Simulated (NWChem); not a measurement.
Species: GeHOF, singlet; SMILES [Ge]([F])[OH]

```xyz
4

Ge     0.3754     0.0633     0.0000
F     -0.5850    -1.4245     0.0000
O     -1.0458     1.1783     0.0000
H     -0.7629     2.1141     0.0000
```
Atoms are numbered in this order, from 1.

Program: NWChem. Low-valent species are run as closed-shell singlets; no triplet was tried in these runs. Coordinates come from a PBE-D3(BJ)/def2-SVP optimisation. Level: PBE0/aug-cc-pVDZ; the question gives the wavelength of the field.

Estimate the computed values for field 1065 nm. Quantities: isotropic polarisability (bohr³); anisotropy (bohr³).


```json
{
 "isotropic polarisability (bohr³)": "36.7",
 "anisotropy (bohr³)": "10.1"
}
```
